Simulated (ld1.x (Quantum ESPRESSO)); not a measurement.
## What one change does to a pseudopotential (Sn, TM)

- Element: tin (Sn)
- Generator: ld1.x (Quantum ESPRESSO) 7.5
- Type: norm-conserving Troullier–Martins (Kleinman–Bylander form)
- Functional: PBE
- Relativity: scalar-relativistic
- Frozen core: [Kr] 4d10
- Valence charge: 4
- Reference configuration: 5s2 5p1 (charge +1)
- Partial waves: 5s (bound): rc 1.95 bohr; 5d channel at 0.05 Ry: rc 1.70 bohr; 5p (bound): rc 1.80 bohr
- Local potential: the p channel
- Core correction: a·sin(br)/r model core inside 1.30 bohr

Change: all radii but the core radius scaled by about 0.84 (s 1.64, p 1.52, d 1.44 bohr).

Cutoffs: the cutoffs (Ry, on a coarse ladder) from which the occupation-weighted sum of valence levels, in a spherical-Bessel basis at the reference potential, stays within 10 and 1 mRy of its value at 400 Ry; they do not see the model core or the augmentation charge, which bear on the density cutoff. Errors are all-electron minus pseudo energies relative to the spin-unpolarised reference configuration.

Task: Predict the effect on cutoff, ghosts and configuration errors.

Result: The potential gets harder (30 Ry and 45 Ry → 100 Ry and 140 Ry); the bound ghosts move from d, s to s; of the 7 tests that both files solve, the error grows in 2 and shrinks in 1 by more than 15 % and 0.3 meV (median size 5.2 → 7.4 meV). A smaller radius makes the pseudo-wave follow the all-electron one further in, where it bends more sharply, so more plane waves are needed.

| quantity | base | changed |
| --- | --- | --- |
| cutoff, loose | 30 Ry | 100 Ry |
| cutoff, tight | 45 Ry | 140 Ry |
| loose cutoff by channel (10 mRy a level) | s 10 Ry, p 25 Ry | s 25 Ry, p 100 Ry |
| bound ghosts | s, d | s |
| error for 5s2 5p2, meV [ΔE -6.87 eV] | -4.2 | +3.6 |
| error for 5s2 5p0, meV [ΔE 13.95 eV] | -31 | -35 |
| error for 5s1 5p0, meV [ΔE 44.92 eV] | -265 | -273 |
| error for 5s1 5p3, meV [ΔE 0.10 eV] | -3.6 | -7.4 |
| error for 5s1 5p2, meV [ΔE 7.65 eV] | -13 | -14 |
| error for 5s2 5p2.3, meV [ΔE -7.72 eV] | -5.2 | +6.4 |
| error for 5s2 5p1.5, meV [ΔE -4.26 eV] | -1.4 | +0.8 |

 A true bound ghost makes a file unfit for plane-wave use even where its test errors are small: the radial tests pick states by their node count and pass the ghost by.
